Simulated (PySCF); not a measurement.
Vertical excitations of a molecule C₂H₈Ge₂ from TDA-LC-ωPBE/def2-SVPD (PySCF), as energy in eV (oscillator strength): 6.13 (0.000), 7.43 (0.939), 7.90 (0.001), 8.31 (0.000), 8.56 (0.000), 8.65 (0.000), 8.67 (0.002), 8.73 (0.000), 8.88 (0.101), 8.96 (0.234). Lowest triplet (TDA): 4.02 eV. Coordinates come from a PBE0-D3(BJ)/def2-SVP optimisation. One conformer was computed; it need not be the lowest.

Task: Which structure fits?
(A) C=[CH][GeH2][GeH3]
(B) [GeH3]/[CH]=[CH]/[GeH3]
(C) C=[C]([GeH3])[GeH3]
(D) [CH2]1[CH2][GeH2][GeH2]1

Result: B, [GeH3]/[CH]=[CH]/[GeH3]
